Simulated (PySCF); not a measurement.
Harmonic spectrum computed at PBE0 in the def2-TZVPD basis family (core potentials from Rb on, PySCF, no spin–orbit coupling):

```json
{"symmetry": "a2''", "ω (cm⁻¹)": "546", "IR (km/mol, summed over degenerate members)": "720"}
{"symmetry": "e'", "ω (cm⁻¹)": "594", "IR (km/mol, summed over degenerate members)": "874"}
{"symmetry": "e'", "ω (cm⁻¹)": "1284", "IR (km/mol, summed over degenerate members)": "1630"}
{"symmetry": "a1'", "ω (cm⁻¹)": "1359", "IR (km/mol, summed over degenerate members)": "0.0"}
```

Task: Which molecule gave it? In each, all ligands are bound to the one heavy central atom.
A. ZnH₃⁻ (singlet)
B. PdH₃⁻ (singlet)
C. CuH₃⁻ (doublet)
D. MgH₃⁻ (singlet)

Result: D. It has D3h symmetry with Mg–H 1.809 Å (×3).
